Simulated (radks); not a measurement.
The numbers below are computed, except where a source is named.
Coulomb parameter of the 4d shell of the ruthenium ion Ru+ in the model configuration [Kr] 4d5 5p2, as a second difference U = [E(n + 1) + E(n - 1) - 2 E(n)] / (1)^2 with all orbitals relaxed. "Bare": the charge of the atom changes with n. "Screened": the 5p shell takes up the change at fixed total charge, which measures U(4d,4d) + U(5p,5p) - 2 U(4d,5p). Level of theory: Dirac Kohn-Sham, PBEsol, spin-unpolarised, spherical densities, point nucleus; open shells are shared between the two j in proportion to 2j + 1 (a radial shooting solver on a logarithmic mesh with Libxc functionals).

case         configuration  E - E(n) (eV)
start         [Kr] 4d5 5p2          0.000
bare +1       [Kr] 4d6 5p2        -15.457
bare -1       [Kr] 4d4 5p2         26.912
screened +1   [Kr] 4d6 5p1        -10.320
screened -1   [Kr] 4d4 5p3         13.183

U(bare) = 11.456 eV, U(screened by 5p) = 2.864 eV.
